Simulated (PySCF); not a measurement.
PySCF 2.14 output of an unrestricted r2SCAN calculation on a single atom or ion in ANO-RCC-VTZP (8s7p5d3f2g1h, 104 functions), with scalar relativity by spin-free X2C-1e:

```
SCF conv_tol = 1e-09
number electrons alpha = 39  beta = 34
    J. W. Furness, A. D. Kaplan, J. Ning, J. P. Perdew, and J. Sun.,  J. Phys. Chem. Lett. 11, 8208-8215 (2020)
    J. W. Furness, A. D. Kaplan, J. Ning, J. P. Perdew, and J. Sun.,  J. Phys. Chem. Lett. 11, 9248-9248 (2020)
    J. W. Furness, A. D. Kaplan, J. Ning, J. P. Perdew, and J. Sun.,  J. Phys. Chem. Lett. 11, 8208-8215 (2020)
    J. W. Furness, A. D. Kaplan, J. Ning, J. P. Perdew, and J. Sun.,  J. Phys. Chem. Lett. 11, 9248-9248 (2020)
cycle= 1 E= -16691.8617179149  delta_E= -0.0185  |g|= 0.312  |ddm|= 0.138
cycle= 2 E= -16691.8551170695  delta_E= 0.0066  |g|= 0.452  |ddm|= 0.077
cycle= 3 E= -16691.867260289  delta_E= -0.0121  |g|= 0.00716  |ddm|= 0.0496
cycle= 4 E= -16691.8672678147  delta_E= -7.53e-06  |g|= 0.000759  |ddm|= 0.00261
cycle= 5 E= -16691.8672679092  delta_E= -9.45e-08  |g|= 9.21e-05  |ddm|= 0.000295
cycle= 6 E= -16691.8672679101  delta_E= -9.68e-10  |g|= 4.36e-06  |ddm|= 2.51e-05
converged SCF energy = -16691.8672679101  <S^2> = 8.7525965  2S+1 = 6.0008654
```

The run itself started from symmetry-adapted Hartree-Fock orbitals and held the occupation by maximum overlap, on a logarithmic radial grid, so the iterations belong to that start.

**Question.** Which element, charge and spin multiplicity is this?

**Answer.** Re²⁺ (rhenium, charge +2), multiplicity 6; the state was [Xe] 4f14 5d4 6p1, one real determinant (an excited configuration).

⟨L²⟩ = 8.01 against 12 for a pure F term, so this real determinant mixes terms. Spin-orbit coupling, absent here, splits the open shell strongly.
